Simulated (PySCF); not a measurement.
H11NSi4, SMILES [SiH3]N[SiH2][SiH2][SiH3].

Geometry optimised at ωB97X-D3(BJ)/def2-SVP. The structure was generated by enumeration, and PubChem lists no compound with its InChIKey, so it may never have been made. One conformer was computed; it need not be the lowest.

Two levels are set side by side: TDA-PBE/def2-SVPD (PySCF) and TDA-CAM-B3LYP/def2-SVPD (PySCF). Vertical, same geometry. The lowest singlet is HOMO→LUMO 98 % with PBE and HOMO→LUMO 91 % with the other functional; states are paired by order. Differences are taken from unrounded values.

| quantity | TDA-CAM-B3LYP |
|---|---|
| lowest singlet excitation (eV) | 5.67 |
| lowest triplet excitation (TDA) (eV) | 5.21 |
| first bright state (f over 0.05) (eV) | 6.77 |
| its oscillator strength | 0.15 |

**Question.** What does TDA-PBE give, and how far is it from TDA-CAM-B3LYP? (An estimate is asked for; the answer gives what the named calculation found.)

**Answer.** 
```json
[
 {"quantity": "lowest singlet excitation (eV)", "TDA-PBE": "4.78", "TDA-PBE minus TDA-CAM-B3LYP": "-0.89"},
 {"quantity": "lowest triplet excitation (TDA) (eV)", "TDA-PBE": "4.45", "TDA-PBE minus TDA-CAM-B3LYP": "-0.75"},
 {"quantity": "first bright state (f over 0.05) (eV)", "TDA-PBE": "5.78", "TDA-PBE minus TDA-CAM-B3LYP": "-0.99"},
 {"quantity": "its oscillator strength", "TDA-PBE": "0.06", "TDA-PBE minus TDA-CAM-B3LYP": "-0.09"}
]
```

A lower first singlet is the usual sign of a functional without exact exchange. Differences between two approximate levels are no errors against the true value.

Rough cost on one machine, each run with all the roots and properties that it gave: TDA-CAM-B3LYP against TDA-PBE about 5 times.
